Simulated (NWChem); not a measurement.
SnH3O2Cl; SMILES [OH][SnH]([OH])[Cl]

```xyz
7

Sn     0.0283     0.4008     0.3338
O     -1.4885     1.3453    -0.5504
O      1.7591     1.1368    -0.3486
Cl     0.0606    -1.8814    -0.3259
H     -0.1941     0.6012     2.0202
H     -1.3585     1.3542    -1.5193
H      2.2268     0.4210    -0.8242
```
Atoms are numbered in this order, from 1.

Level: PBE-D3(BJ)/def2-SVP with def2 effective core potentials on Sn (NWChem), optimised geometry, unscaled harmonic frequencies. def2 effective core potentials on Sn; no spin-orbit coupling.

```tsv
frequency (cm⁻¹)	IR intensity (km/mol)
93	24.9
131	17.8
159	47.7
190	71.0
222	77.4
360	43.4
514	30.1
532	36.0
595	41.7
612	75.7
852	117.9
867	74.9
1908	75.4
3694	54.8
3708	65.0
```

| Property | Value |
|---|---|
| zero-point energy | 20.6 kcal/mol |
| thermal correction to the enthalpy at 298.15 K (with zero-point energy) | 25.7 kcal/mol |
| heat capacity Cv | 22.5 cal/(mol K) |
| entropy at 298.15 K and 1 atm (symmetry number 1) | 85.7 cal/(mol K) |

Rigid rotor and harmonic oscillator; modes under 100 cm⁻¹ make the entropy uncertain.
